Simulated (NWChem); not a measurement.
Isomers of Si₂NH₆OCl, each optimised at PBE0/def2-SVP with NWChem, gas phase unless a solvent is named. Flexible species stand in one conformer each, which need not be the lowest. 

A: N[Si@@H](Cl)O[SiH3]
B: N[Si@H](Cl)[SiH2]O
C: [Si@@](Cl)(N)(O)[SiH3]
D: N[Si@@H](O)[SiH2]Cl

### Question
Rank them by orbital gap (eV), PBE0/def2-SVP, lowest first.

### Answer
D (7.14), B (7.64), C (7.90), A (8.49)
